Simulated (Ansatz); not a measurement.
Born–Oppenheimer molecular dynamics of BClH4O3 (9 atoms, charge 0, multiplicity 1). It starts at the highest image of a converged band, a first-order saddle point between two minima.

Theory: Ansatz, RKS PBE0/def2-SVP.

```
ensemble                      : NVE (velocity Verlet)
time step                     : 0.5 fs
steps asked                   : 200
starting velocities drawn for : 300 K
seed                          : 6743
```

Frames 1 fs apart, positions in Å, forces in eV/Å.

Velocities at 35 fs (Å/ps):

```
B -7.75 6.24 9.29
Cl 4.40 -8.08 -8.46
O -1.19 -6.07 7.23
O -5.42 8.01 -2.51
H 28.86 15.73 35.37
O 0.59 10.66 3.80
H -1.53 15.60 25.15
H 7.78 -0.01 2.62
H -11.10 -14.01 -0.47
```

```xyz
9
Properties=species:S:1:pos:R:3:forces:R:3 time_fs=35 energy_less_start_eV=-0.572 T=932
B -0.404 0.428 0.222 0.94 -0.76 -0.48
Cl 1.104 -1.568 -1.183 0.84 -0.24 0.15
O -0.559 0.929 -1.039 -0.54 0.18 0.75
O -1.379 -0.281 0.843 0.79 0.54 0.94
H 1.661 -0.861 -0.203 -0.59 -0.36 -0.63
O 0.854 0.444 0.845 -0.58 0.55 0.30
H 0.265 1.118 -1.486 0.27 0.10 -0.01
H -2.168 -0.347 0.340 -1.11 -0.07 -0.75
H 0.782 0.121 1.756 -0.01 0.07 -0.26
9
Properties=species:S:1:pos:R:3:forces:R:3 time_fs=36 energy_less_start_eV=-0.498 T=852
B -0.411 0.434 0.231 1.23 -0.68 -0.66
Cl 1.109 -1.576 -1.191 1.28 0.33 0.96
O -0.560 0.923 -1.031 -0.64 0.26 0.68
O -1.384 -0.273 0.841 0.92 0.41 1.36
H 1.686 -0.847 -0.172 -1.08 -0.86 -1.41
O 0.855 0.455 0.849 -0.75 0.36 0.50
H 0.265 1.134 -1.461 0.37 0.12 -0.10
H -2.166 -0.348 0.338 -1.40 -0.10 -0.95
H 0.770 0.107 1.754 0.07 0.16 -0.39
9
Properties=species:S:1:pos:R:3:forces:R:3 time_fs=37 energy_less_start_eV=-0.448 T=796
B -0.417 0.439 0.239 1.48 -0.59 -0.80
Cl 1.113 -1.584 -1.200 1.48 0.63 1.38
O -0.562 0.917 -1.023 -0.50 0.41 0.44
O -1.388 -0.264 0.840 0.17 0.16 1.24
H 1.701 -0.842 -0.154 -1.32 -1.10 -1.79
O 0.855 0.466 0.853 -0.90 0.23 0.53
H 0.269 1.151 -1.437 0.23 0.09 -0.06
H -2.177 -0.349 0.328 -0.79 -0.03 -0.60
H 0.760 0.095 1.748 0.14 0.20 -0.35
9
Properties=species:S:1:pos:R:3:forces:R:3 time_fs=38 energy_less_start_eV=-0.438 T=786
B -0.422 0.444 0.247 1.67 -0.50 -0.87
Cl 1.119 -1.592 -1.207 1.50 0.72 1.51
O -0.564 0.911 -1.015 -0.18 0.62 0.10
O -1.393 -0.256 0.839 -0.95 -0.14 0.85
H 1.704 -0.847 -0.153 -1.36 -1.15 -1.89
O 0.854 0.477 0.857 -1.02 0.17 0.41
H 0.274 1.169 -1.413 -0.06 0.00 0.04
H -2.196 -0.351 0.312 0.21 0.10 0.01
H 0.751 0.085 1.739 0.19 0.17 -0.16
9
Properties=species:S:1:pos:R:3:forces:R:3 time_fs=39 energy_less_start_eV=-0.466 T=816
B -0.426 0.448 0.254 1.79 -0.43 -0.85
Cl 1.124 -1.600 -1.215 1.36 0.63 1.37
O -0.566 0.906 -1.007 0.14 0.84 -0.25
O -1.398 -0.247 0.839 -1.82 -0.40 0.53
H 1.694 -0.863 -0.170 -1.21 -1.03 -1.71
O 0.853 0.488 0.862 -1.14 0.17 0.19
H 0.279 1.187 -1.389 -0.35 -0.09 0.12
H -2.212 -0.351 0.297 1.01 0.22 0.51
H 0.744 0.076 1.729 0.23 0.09 0.10
9
Properties=species:S:1:pos:R:3:forces:R:3 time_fs=40 energy_less_start_eV=-0.533 T=889
B -0.427 0.452 0.260 1.81 -0.41 -0.74
Cl 1.130 -1.607 -1.222 1.03 0.30 0.88
O -0.568 0.901 -0.999 0.33 1.01 -0.54
O -1.404 -0.239 0.839 -2.13 -0.56 0.45
H 1.672 -0.889 -0.203 -0.86 -0.68 -1.19
O 0.851 0.499 0.867 -1.23 0.18 0.00
H 0.281 1.204 -1.364 -0.50 -0.14 0.12
H -2.219 -0.350 0.286 1.30 0.28 0.70
H 0.739 0.068 1.720 0.25 0.01 0.32
9
Properties=species:S:1:pos:R:3:forces:R:3 time_fs=41 energy_less_start_eV=-0.598 T=960
B -0.428 0.456 0.266 1.72 -0.44 -0.54
Cl 1.137 -1.615 -1.228 0.46 -0.36 -0.09
O -0.570 0.897 -0.991 0.33 1.10 -0.72
O -1.412 -0.231 0.840 -1.82 -0.57 0.65
H 1.642 -0.921 -0.247 -0.27 -0.01 -0.20
O 0.848 0.511 0.872 -1.30 0.14 -0.07
H 0.277 1.220 -1.338 -0.45 -0.12 0.02
H -2.214 -0.346 0.281 1.04 0.26 0.54
H 0.736 0.061 1.713 0.28 0.00 0.40
9
Properties=species:S:1:pos:R:3:forces:R:3 time_fs=42 energy_less_start_eV=-0.582 T=942
B -0.426 0.459 0.271 1.50 -0.52 -0.30
Cl 1.143 -1.622 -1.235 -0.29 -1.35 -1.51
O -0.572 0.894 -0.984 0.17 1.11 -0.81
O -1.420 -0.224 0.841 -0.95 -0.44 1.12
H 1.610 -0.953 -0.293 0.50 1.00 1.25
O 0.845 0.522 0.877 -1.31 0.02 0.04
H 0.270 1.235 -1.312 -0.22 -0.02 -0.16
H -2.199 -0.339 0.282 0.29 0.14 0.05
H 0.736 0.053 1.710 0.31 0.07 0.31
9
Properties=species:S:1:pos:R:3:forces:R:3 time_fs=43 energy_less_start_eV=-0.482 T=834
B -0.424 0.462 0.276 1.16 -0.64 -0.06
Cl 1.150 -1.630 -1.242 -0.93 -2.29 -2.84
O -0.573 0.891 -0.977 -0.05 1.06 -0.84
O -1.429 -0.216 0.842 0.18 -0.23 1.72
H 1.582 -0.976 -0.326 1.14 1.96 2.61
O 0.841 0.534 0.882 -1.24 -0.16 0.26
H 0.261 1.250 -1.287 0.08 0.12 -0.35
H -2.182 -0.331 0.282 -0.67 -0.01 -0.62
H 0.739 0.046 1.710 0.33 0.19 0.12
9
Properties=species:S:1:pos:R:3:forces:R:3 time_fs=44 energy_less_start_eV=-0.449 T=800
B -0.420 0.464 0.280 0.70 -0.76 0.11
Cl 1.156 -1.638 -1.250 -1.00 -2.47 -3.08
O -0.575 0.889 -0.971 -0.16 1.02 -0.86
O -1.438 -0.209 0.845 0.97 -0.06 2.08
H 1.565 -0.980 -0.336 1.22 2.16 2.87
O 0.836 0.546 0.887 -1.07 -0.33 0.49
H 0.252 1.265 -1.266 0.27 0.22 -0.49
H -2.171 -0.323 0.278 -1.25 -0.11 -1.06
H 0.745 0.041 1.712 0.33 0.33 -0.06
9
Properties=species:S:1:pos:R:3:forces:R:3 time_fs=45 energy_less_start_eV=-0.556 T=914
B -0.415 0.465 0.285 0.16 -0.86 0.19
Cl 1.162 -1.648 -1.259 -0.49 -1.68 -1.98
O -0.576 0.887 -0.965 -0.06 1.07 -0.93
O -1.447 -0.202 0.849 0.95 -0.02 1.83
H 1.560 -0.964 -0.319 0.69 1.41 1.79
O 0.830 0.557 0.892 -0.81 -0.44 0.65
H 0.246 1.283 -1.249 0.25 0.21 -0.54
H -2.171 -0.316 0.263 -0.99 -0.07 -0.88
H 0.754 0.039 1.713 0.29 0.40 -0.13
9
Properties=species:S:1:pos:R:3:forces:R:3 time_fs=46 energy_less_start_eV=-0.650 T=1016
B -0.411 0.466 0.290 -0.41 -0.93 0.17
Cl 1.167 -1.657 -1.269 0.16 -0.54 -0.41
O -0.578 0.886 -0.960 0.22 1.19 -1.01
O -1.455 -0.195 0.853 0.33 -0.10 1.08
H 1.560 -0.935 -0.285 0.03 0.30 0.24
O 0.824 0.568 0.898 -0.46 -0.47 0.69
H 0.242 1.303 -1.238 0.03 0.09 -0.49
H -2.180 -0.310 0.240 -0.14 0.06 -0.19
H 0.766 0.041 1.712 0.24 0.39 -0.06
```

Of the whole run (100 fs, mean temperature of the second half 904 K): The conserved energy stayed within 0.34 meV per atom of its start (net change 0.052 meV per atom), so the integration is sound. The kinetic energy rose, since the run started high on the potential surface and went downhill. It ends in pieces (BH3O3 + ClH), so much of that is their flight and rotation, not heat. A run of 0.1 ps of so small a system gives no equilibrium averages. The orbitals stay closed-shell, which can raise the energy where a bond breaks towards radicals; this wasn't checked here.

Run time: 5.1 min on 2 threads of Intel(R) Xeon(R) Platinum 8488C (Sapphire Rapids), on a shared host, peak memory 0.21 GiB.
